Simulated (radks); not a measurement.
Coherent X-ray form factor from a spherical all-electron density. Method: non-relativistic Kohn-Sham, LDA (Slater exchange, Perdew-Wang correlation), spin-unpolarised, spherical densities, point nucleus; computed with a radial shooting solver on a logarithmic mesh with Libxc functionals.

| sin(theta)/lambda (1/angstrom) | f0 (electrons) |
|---|---|
| 0.05 | 2.698 |
| 0.1 | 2.204 |
| 0.15 | 1.897 |
| 0.2 | 1.734 |
| 0.25 | 1.613 |
| 0.3 | 1.495 |
| 0.4 | 1.247 |
| 0.5 | 1.009 |
| 0.6 | 0.802 |
| 0.8 | 0.498 |
| 1 | 0.312 |
| 1.25 | 0.179 |
| 1.5 | 0.108 |
| 2 | 0.044 |

The species is in the configuration that NIST lists as its ground one. Which atom or ion scatters so?

Answer. Neutral lithium, [He] 2s1. Extrapolating in s^2 from the first two rows gives f0(0) = 2.9, near the electron count 3; among species with that count, the fall with angle is slower the higher Z, and the table is that of Z = 3; from so few rows the species is fixed only to a neighbour or two.
